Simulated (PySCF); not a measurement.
PbF: from constants to spectrum

UHF-CCSD(T) constants of PbF, ²Π (doublet), unpaired electrons π ↑ (Pb def2-SVP with ECP60, F def2-SVP; scalar-relativistic core potentials (PySCF 2.14); masses 207.9766 and 18.9984 u):

- ωe: 548.5 cm⁻¹
- ωexe: 2.25 cm⁻¹
- Be: 0.22616 cm⁻¹
- αe: 0.00128 cm⁻¹
- D (centrifugal): 1.54e-07 cm⁻¹
- De to Pb + F: 3.90 eV

Q: Give the vibrational terms G(v) and spacings up to v = 6.

A: G(v) = ωe(v+½) − ωexe(v+½)².

| v | G(v) (cm⁻¹) | G(v) − G(v−1) | Bv (cm⁻¹) |
| --- | --- | --- | --- |
| 0 | 273.7 |  | 0.2255 |
| 1 | 817.7 | 544.0 | 0.2242 |
| 2 | 1357.2 | 539.5 | 0.2230 |
| 3 | 1892.2 | 535.0 | 0.2217 |
| 4 | 2422.7 | 530.5 | 0.2204 |
| 5 | 2948.7 | 526.0 | 0.2191 |
| 6 | 3470.2 | 521.5 | 0.2178 |

Q: How well does the Morse estimate ωe²/(4ωexe) reproduce De, and what is D0?

A: It gives 4.14 eV, 106 % of the computed De. D0 = De − G(0) = 3.90 − 0.03 = 3.87 eV.

Correlated steps freeze 5 core orbitals. Correlated levels converge slowly with the basis: in double zeta they bind strong bonds too weakly, by up to about 1 eV, and carry superposition errors of some tenths. These are scalar-relativistic numbers at best; spin–orbit coupling would shift them, the dissociation energy most. The state was picked by a PBE0 search and need not be the measured ground state.
